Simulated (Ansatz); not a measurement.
A nudged elastic band was laid between two geometries of C$_{2}$H$_{4}$AlN (8 atoms, charge 0, multiplicity 1).

Level of theory: RKS B3LYP/STO-3G in Ansatz 0.2.0.

* movable images: 5
* climbing image: yes
* spring: 5.0 eV/Å²
* optimiser: quadratic models (default)
* start path: through a guess of the saddle point
* force threshold: 0.05 eV/Å
* iteration limit: 60
* end points: relaxed

Initial state:

```xyz
8
Properties=species:S:1:pos:R:3
C 1.086 1.919 -1.110
C 0.539 1.143 -0.358
Al -0.309 -0.047 0.814
N -0.624 -1.628 0.200
H 1.575 2.611 -1.781
H -0.706 0.309 2.207
H -0.385 -1.966 -0.751
H -1.083 -2.397 0.723
```

Final state:

```xyz
8
Properties=species:S:1:pos:R:3
C 0.909 1.612 -1.255
C 0.594 1.216 -0.150
Al 0.123 0.669 1.734
N -0.589 -1.136 0.654
H 1.191 1.972 -2.232
H -1.015 -1.947 1.181
H 0.189 -1.564 0.084
H -1.311 -0.879 -0.072
```

Q: What changes between the two ends?

A: Bonds broken: Al3–H6. Bonds formed: N4–H6.

Q: What energy profile does the band end with?

A: It converged. The highest image is number 3 of 0 to 6, 4.28 eV above the first end and 1.52 eV above the last; the last end lies 2.75 eV above the first. The profile has 2 maxima (images 1, 3) with wells between them (image 2): this band takes more than one step, which may be the mechanism or a detour left from its start path. Neighbouring images differ by up to 4.3 eV, so the band resolves the path poorly. A vibrational analysis at the climbing image gives one clearly imaginary mode, 1430i cm⁻¹: a first-order saddle point. The orbitals stay closed-shell, which can raise the energy where a bond breaks towards radicals; this wasn't checked here. Limits of this set-up: minimal basis.

```
image  path coordinate (Å)  energy (eV)  Al3–H6 (Å)  N4–H6 (Å)
    0                 0.00         0.00        1.49       2.79
    1                 1.69         0.63        1.49       2.89
    2                 3.38         0.03        1.49       2.72
    3                 5.07         4.28        1.65       1.39
    4                 6.18         2.80        2.74       1.06
    5                 7.28         2.77        2.90       1.06
    6                 8.39         2.75        2.91       1.06
```

Q: What is the geometry of the highest image?

A: 
```xyz
8
Properties=species:S:1:pos:R:3
C 0.920 2.006 -1.218
C 0.725 1.179 -0.351
Al 0.564 -0.025 1.149
N -0.596 -1.378 0.406
H 1.074 2.736 -1.998
H -0.834 -0.765 1.633
H -0.497 -2.373 0.747
H -1.265 -1.437 -0.425
```

The run took 2 min on 1 thread of Arm Neoverse V2 (shared host), peak memory 0.086 GiB.
